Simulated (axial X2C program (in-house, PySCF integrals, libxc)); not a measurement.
## Nuclear properties of BrBBr

Calculated with an axial X2C code built on PySCF integrals: two-component X2C with atomic mean-field Coulomb and Gaunt terms, Gaussian nuclei, basis Br dyall-av3z, B dyall-v3z with contracted cores.

Br–B–Br held linear, with bonds 1.831 and 1.831 Å (near the PBE0 minimum at charge 0 of the determinant lowest at the starting distance; the state shown can have its own minimum elsewhere, held linear; other orders of the atoms were not compared).

Determinant lowest in the PBE0 search, Ω = 1/2 (⟨Sz⟩ = -0.50, ⟨Lz⟩ = 1.00 at PBE0), spin on the atoms Br 0.00, B -0.50, Br 0.00:

```csv
level,A∥/gI Br (MHz),qzz Br (a.u.),A∥/gI B (MHz),qzz B (a.u.)
PBE0,456,5.38,96.9,-0.06
HF,419,5.72,41.2,-0.09
BHandHLYP,414,5.59,96.2,-0.07
```

Determinant 0.09 eV from it at PBE0 and this distance, Ω = 3/2 (⟨Sz⟩ = 0.50, ⟨Lz⟩ = 1.00 at PBE0), spin on the atoms Br 0.00, B 0.49, Br 0.00:

```tsv
level	A∥/gI Br (MHz)	qzz Br (a.u.)	A∥/gI B (MHz)	qzz B (a.u.)
PBE0	90.6	5.39	56.3	-0.06
HF	53.9	5.73	83.7	-0.09
BHandHLYP	79.2	5.60	63	-0.08
```

A∥ (defined per Ω) follows by multiplying with gI = μI/(I μN); qzz is the electric field gradient, eQq0 = 234.96 MHz × Q/barn × qzz. The operators were transformed with the bare-nucleus X2C matrices; with these basis sets, hyperfine constants and field gradients can be off by tens of per cent, and where levels differ in sign neither size nor sign is settled.

Q: With gI(79Br) = 1.4043, Q(79Br) = 0.3087 barn, Q(11B) = 0.04059 barn (g factors from the IAEA table of nuclear moments by Stone; Q from Pyykkö, Mol. Phys. 2018), turn the PBE0 values of the first state into constants in MHz.

A: A∥(79Br) = 456 × 1.4043 = 640 MHz; eQq0(79Br) = 234.96 × (0.3087) × (5.38) = 390 MHz; eQq0(11B) = 234.96 × (0.04059) × (-0.06) = -0.572 MHz.

The molecule was held linear; bending was not examined, so a bent shape may lie lower.

Each state is one determinant with collinear spin. Unrestricted Hartree–Fock can overshoot spin polarisation at the nuclei. The search compared states at one distance, so a state with another bond length can lie lower. Where a field gradient or hyperfine factor spreads by more than a factor of two over the levels, a constant derived from it is not to be relied on. PBE0 term energies can be off by some tenths of an eV.
